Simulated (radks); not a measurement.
Values are calculated unless marked as measured or tabulated.
Effect of the nuclear size on neutral antimony, [Kr] 4d10 5s2 5p3. Level of theory: Dirac Kohn-Sham, LDA (Slater exchange, Perdew-Wang correlation), spin-unpolarised, spherical densities, finite nucleus; open shells are shared between the two j in proportion to 2j + 1; Fermi nuclear charge, rms radius 4.6802 fm (a radial shooting solver on a logarithmic mesh with Libxc functionals). The rms radius is varied about that value; shifts are against it.

rms radius (fm),total energy shift (eV),density at nucleus (e/bohr^3),1s1/2 shift (meV),2s1/2 shift (meV),4p1/2 shift (meV),5s1/2 shift (meV),5p1/2 shift (meV),5p3/2 shift (meV)
3.9314,-1.37,2.139e+05,-573,-66.1,0.207,-0.265,0.036,0.036
4.2543,-0.802,2.113e+05,-336,-38.8,0.121,-0.156,0.021,0.021
4.6802,0,2.081e+05,0.000,0.000,0.000,0.000,0.000,0.000
5.0078,0.661,2.058e+05,277,32.0,-0.100,0.128,-0.017,-0.018
5.7286,2.25,2.015e+05,942,109,-0.339,0.436,-0.059,-0.060

Slopes of the eigenvalues against <r^2> in GHz/fm^2, as finite differences over the two radii next to the reference (eigenvalue slopes, not the field-shift constants of lines): 1s1/2 21300, 2s1/2 2450, 4p1/2 -7.67, 5s1/2 9.83, 5p1/2 -1.32, 5p3/2 -1.35.
